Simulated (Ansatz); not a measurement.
One geometry of the cluster Li₈Al⁻, several levels of theory.

```yaml
crystal:
  periodic: [false, false, false]
  atoms:
    - {symbol: Li, position_ang: [1.365485, 2.196350, -0.887852]}
    - {symbol: Li, position_ang: [-0.847274, 1.166794, -2.826539]}
    - {symbol: Li, position_ang: [1.620284, 2.668778, 2.227656]}
    - {symbol: Li, position_ang: [-1.477221, -1.649143, -1.878511]}
    - {symbol: Li, position_ang: [2.183434, 0.114457, 0.873983]}
    - {symbol: Li, position_ang: [-0.642894, 0.673004, 0.589042]}
    - {symbol: Li, position_ang: [0.362853, -2.064403, 0.602205]}
    - {symbol: Li, position_ang: [0.842182, -0.639963, 3.385500]}
    - {symbol: Al, position_ang: [0.781050, -0.397475, -1.531385]}
basis:
  gaussian: {orbitals: def2-SVPD, initial_orbitals: start.molden}
total_charge: -1
hamiltonian: {xc: pbe0, dispersion: d4}
scf: {omitted_lower_state_checks: [starts]}
output: {orbitals: {seedname: orbitals}}
```

The file start.molden holds the orbitals of an earlier run on this structure, at another level or in another basis.

```sh
$ ansatz run in.yaml --threads 4 --pin off --events-out ev --progress --plain --max-ram 3916MiB
```

Shortened log:

```
Functional definition: PBE0
1437 factors; their error is unknown
mean field evaluation 1: about -8224.5358 eV, gradient 2.2e0 eV
mean field evaluation 2: about -8224.5844 eV, gradient 6.0e-2 eV
mean field evaluation 4: about -8224.5426 eV, gradient 3.4e-4 eV
mean field -8224.54257301 eV, -302.2463647630 hartree, gradient 2.7e-5 eV, S^2 0.000000; 0 other end points of the search recorded, 0 dependent functions left out
reference -8224.54260673 eV, -302.2463660021 hartree; 19, 19 occupied and 101, 101 virtual orbitals, 1437 factors
Total energy: -8224.64865892 eV, -302.2502633481 hartree
Checks for a lower state left out: starts
```

Hardware: 4 threads of Arm Neoverse V2 on a shared host. Wall time 2.1 s.

As the first input, with `gaussian: {orbitals: def2-TZVPD, initial_orbitals: start.molden}` (abridged; 3 s):

```
Functional definition: PBE0
mean field -8228.14597692 eV, -302.3787874142 hartree, gradient 1.3e-5 eV, S^2 0.000000
Total energy: -8228.25206470 eV, -302.3826860682 hartree
Checks for a lower state left out: starts
```

Geometry: r2SCAN-D4/def2-TZVPD.

The restricted singlet is unstable towards broken spin symmetry at other levels; at PBE0-D4/def2-SVPD, PBE0-D4/def2-TZVPD this wasn't settled. The structure comes from a short search, and lower isomers may exist.
